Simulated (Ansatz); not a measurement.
Input for Ansatz (an electronic-structure program): R-PBE0/def2-TZVPP on BrGaH2O2 (SMILES [OH][Ga]([OH])[Br]), a point of a torsion scan.

Ansatz 0.2 input:
```yaml
crystal:
  periodic: [false, false, false]
  atoms:
    - {symbol: O, position_ang: [-1.00203510, -1.06831791, 0.51412269]}
    - {symbol: Ga, position_ang: [-0.49774619, 0.58909353, 0.46562288]}
    - {symbol: O, position_ang: [0.17559198, 1.45133648, -0.88039566]}
    - {symbol: Br, position_ang: [-0.71452350, 1.75773844, 2.36279113]}
    - {symbol: H, position_ang: [-1.35451521, -1.60905150, -0.18883772]}
    - {symbol: H, position_ang: [0.40476835, 1.09630230, -1.73676006]}
basis:
  gaussian:
    orbitals: def2-TZVPP
hamiltonian:
  xc: {name: PBE0}
scf: {lower_state_search: off}
```

Program output:

```
WARN ansatz: RAYON_NUM_THREADS=1 ignored (pool sized by the plan → 1); use --threads N
Functional definition: PBE0
these checks for a lower state are left out or cut short: stability, starts, cluster_reference, orbital_swaps, neighbouring_geometries, increment
integrals: 0.12 GiB planned
1246 factors; their error is unknown
mean field: 1.07 GiB planned
mean field evaluation 1: about -126525.7193 eV, gradient 8.2e1 eV
mean field evaluation 2: about -126500.3503 eV, gradient 1.4e2 eV
mean field evaluation 4: about -126535.9914 eV, gradient 3.9e0 eV
mean field evaluation 8: about -126536.6481 eV, gradient 4.4e-1 eV
mean field evaluation 16: about -126536.6482 eV, gradient 1.5e-5 eV
mean field -126536.64823331 eV, -4650.1360529533 hartree, gradient 3.9e-6 eV, S^2 0.000000; 0 other end points of the search recorded, 0 dependent functions left out
reference -126536.64826098 eV, -4650.1360539704 hartree; 42, 42 occupied and 144, 144 virtual orbitals, 1246 factors
Total energy: -126536.64826098 eV, -4650.1360539704 hartree
Checks for a lower state left out: stability, starts, cluster_reference, orbital_swaps, neighbouring_geometries, increment
```

The run converged.

Cost: roughly 4 core-seconds.
